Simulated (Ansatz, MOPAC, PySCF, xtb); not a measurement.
Complex: PH3 (SMILES P) (first 4 atoms) with H2 (SMILES [H][H]); geometry from B3LYP-D3(BJ)/def2-TZVP.
(charge 0, multiplicity 1):
```tsv
atom	x (Å)	y (Å)	z (Å)
P	-0.1717	0.1568	-0.1407
H	-1.4919	-0.1172	0.2992
H	-0.4900	-0.0507	-1.5078
H	0.2610	-1.1800	0.0525
H	0.0829	-0.2680	3.5127
H	0.3082	0.2220	2.9995
```

```csv
level,interaction energy (meV),"minus CCSD(T)/CBS(aug-cc-pV(T+d)Z, aug-cc-pV(Q+d)Z)"
PM7,9.1,24.7
GFN1-xTB,-16.2,-0.6
r2SCAN-D3(BJ)/def2-TZVPPD,-9.6,6.0
B3LYP/6-311+G** (no counterpoise),5.4,21.0
PBE0/def2-TZVPPD,-8.8,6.8
PBE0-D4/def2-TZVPPD,-21.9,-6.3
M06-2X/6-31G* (no counterpoise),-15.7,-0.1
M06-2X/def2-TZVPPD,-12.4,3.2
CAM-B3LYP/def2-TZVPPD,-2.7,12.9
CAM-B3LYP-D3(BJ)/def2-TZVPPD,-16.6,-1.0
MP2/6-31G*,6.2,21.8
SCS-MP2/aug-cc-pV(T+d)Z,-7.2,8.4
CCSD(T)/aug-cc-pV(T+d)Z,-13.5,2.1
"CCSD(T)/CBS(aug-cc-pV(T+d)Z, aug-cc-pV(Q+d)Z)",-15.6,0.0
```

 The comparison column counts from a level with limits of its own.

The rows run from -21.9 (PBE0-D4/def2-TZVPPD) to 9.1 meV (PM7). The dispersion term adds -13.1 in PBE0-D4, -13.8 in CAM-B3LYP-D3(BJ). The 3 functionals in def2-TZVPPD without D3 or D4 span 9.6, from M06-2X to CAM-B3LYP.

Counterpoise-corrected where a basis set is named; no monomer relaxation. Rows marked so take none.

Cores are frozen in the correlated methods. CBS: X⁻³ extrapolation of the correlation energy, Hartree–Fock from the larger set. Rows in 6-311+G**, 6-31G* carry no dispersion term and start afresh at each structure (6-31G* with six Cartesian d functions). MP2/6-31G* freezes PySCF's default core. The state that PM7 reach isn't checked; PM7 holds dispersion and hydrogen-bond terms.

Codes used: Ansatz (Gaussian basis) for Hartree–Fock, density functionals and correlated methods; MOPAC for PM7 (differences of heats of formation); PySCF for 6-311+G** rows, 6-31G* rows, M06-2X, the dispersion terms; xtb for the GFN methods.

Ansatz is a program for electronic structure.
